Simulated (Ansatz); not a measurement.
Gas-phase electronic energies from Ansatz, PBE0-D4/def2-TZVP geometries. CCSD(T)/CBS is the MP2 limit (def2-TZVPP, def2-QZVPP) plus CCSD(T) − MP2 in def2-TZVPP, frozen cores. Elements past krypton have def2 core potentials. For I outer-core shells are correlated without core-valence functions, which leaves a few kJ/mol of doubt a bond. Each species was taken in one conformer, which may not be the lowest.

`FC[SiH2]CI` + HI → `ICI` + `FC[SiH3]`  (substitution at a C–Si bond)

`FC[SiH2]CI`:

```xyz
11

F    -0.971   -1.583   -1.196
C    -1.145   -1.070    0.089
Si   -0.445    0.685    0.157
C     1.365    0.662   -0.331
I     2.503   -0.470    1.086
H    -2.215   -1.086    0.322
H    -0.634   -1.735    0.792
H    -1.188    1.543   -0.806
H    -0.600    1.220    1.534
H     1.811    1.655   -0.351
H     1.520    0.180   -1.296
```

HI:

```xyz
2

I    -0.520   -0.613   -0.045
H     0.520    0.613    0.045
```

`ICI`:

Cartesian coordinates in Å:
```
I 0.268 -0.192 1.990
C 0.102 0.157 -0.097
I -1.165 -1.187 -1.141
H 1.095 0.067 -0.523
H -0.300 1.155 -0.229
```

`FC[SiH3]`:

```xyz
8

F     0.827    0.218    1.736
C     0.903    0.051    0.358
Si   -0.834   -0.055   -0.392
H     1.477   -0.859    0.155
H     1.462    0.896   -0.058
H    -0.686   -0.232   -1.862
H    -1.585    1.195   -0.114
H    -1.564   -1.215    0.178
```

| species | CCSD(T)/CBS(def2) energy (Eh) |
| --- | --- |
| `FC[SiH2]CI` | -766.02132 |
| HI | -298.03592 |
| `ICI` | -634.12855 |
| `FC[SiH3]` | -429.90570 |

Work out ΔE.

ΔE = (-634.12855) + (-429.90570) − (-766.02132) − (-298.03592) = 0.02299 Eh = +0.63 eV.

Largest T1 diagnostic among the species: 0.011.

The D4 term adds +0.05 eV with B3LYP and +0.03 eV with PBE0; it sums over pairs of atoms, weighted by their polarisabilities, and B3LYP, whose exchange is more repulsive, gets the larger term. From PBE to PBE0 (25 % exact exchange), in def2-TZVPP and without D4, ΔE moves by +0.06 eV.

B3LYP here is the variant with VWN-RPA as its local correlation; programs differ in this.
